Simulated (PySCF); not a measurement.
A ladder of Hamiltonians for Nb(23+) (niobium, charge +23)

Occupied: 1s1/2, 2s1/2, 2p1/2, 2p3/2, 3s1/2, 3p1/2, 3p3/2. Hartree-Fock calculated with PySCF 2.14 in an even-tempered Gaussian basis (18 s from 1.3 bohr⁻², ratio 2.7; 13 p from 1.5 bohr⁻², ratio 2.7), Gaussian nucleus throughout. NR is non-relativistic, sf-X2C the spin-free one-electron X2C Hamiltonian, X2C adds the bare one-electron spin-orbit term, X2C-SNSO screens it by Boettger's factors, DC is four-component Dirac-Coulomb, and the Gaunt and Breit terms are added at first order (total energies over the DC spinors, levels after relaxing the spinors in that mean field). QED terms are absent. Levels marked empty are virtual spinors of this ion; the basis has s and p functions only, so 3d, which can lie below the n = 4 levels, is absent.

| Hamiltonian | E (hartree) | E − E(DC) (hartree) | CPU seconds |
| --- | --- | --- | --- |
| NR | -3428.0800 | 64.9708 | 0.27 |
| sf-X2C | -3491.8717 | 1.1791 | 0.16 |
| X2C | -3492.3287 | 0.7221 | 0.24 |
| X2C-SNSO | -3492.2843 | 0.7665 | 0.2 |
| DC | -3493.0508 | 0.0000 | 7.8 |
| DC+Gaunt | -3490.6743 | 2.3765 | 13 |
| DC+Breit | -3490.9008 | 2.1500 | 38 |

Problem. Give the 4p spin-orbit interval with each Hamiltonian that has one.

Solution. X2C 7.244; X2C-SNSO 6.881; DC 6.837; DC+Gaunt 6.723; DC+Breit 6.723 (eV).

```csv
level (eV),NR,sf-X2C,X2C,X2C-SNSO,DC,DC+Gaunt,DC+Breit
1s1/2,-19630.7,-20067.7,-20066.8,-20066.9,-20080.4,-20044.2,-20046.7
2s1/2,-3600.3,-3708.6,-3708.3,-3708.4,-3709.8,-3706.6,-3706.7
2p1/2,-3383.8,-3412.3,-3482.9,-3479.3,-3479.6,-3474.1,-3474.7
2p3/2,-3383.8,-3412.3,-3379.3,-3380.9,-3382.0,-3378.1,-3378.6
3s1/2,-1259.7,-1287.6,-1287.6,-1287.6,-1287.9,-1287.2,-1287.3
3p1/2,-1174.2,-1183.6,-1198.9,-1198.1,-1198.1,-1197.0,-1197.2
3p3/2,-1174.2,-1183.6,-1176.3,-1176.7,-1176.9,-1176.1,-1176.3
4s1/2 (empty),-583.96,-593.57,-593.56,-593.56,-593.65,-593.42,-593.45
4p1/2 (empty),-555.04,-558.77,-563.69,-563.44,-563.46,-563.08,-563.14
4p3/2 (empty),-555.04,-558.77,-556.45,-556.56,-556.62,-556.35,-556.41
```

Weight of the small component: 1s1/2 0.0223, 2s1/2 0.00466, 2p1/2 0.00462, 2p3/2 0.00449, 3s1/2 0.00154, 3p1/2 0.00148, 3p3/2 0.00145, 4s1/2 0.000645, 4p1/2 0.000632, 4p3/2 0.000619.

Koopmans' value for the highest occupied level at DC+Breit: 1176.3 eV, against an ionisation energy of 1176 ± 4 eV (semi-empirical (NIST evaluation); NIST Atomic Spectra Database, ionization energies); the former lacks relaxation, correlation, QED and recoil.

The whole ladder took 62 s of wall time on 1 thread of Neoverse-V2 (shared host), launched as `OMP_NUM_THREADS=1 python relrun2.py TASK.json OUT` (a driver that calls PySCF for each Hamiltonian).
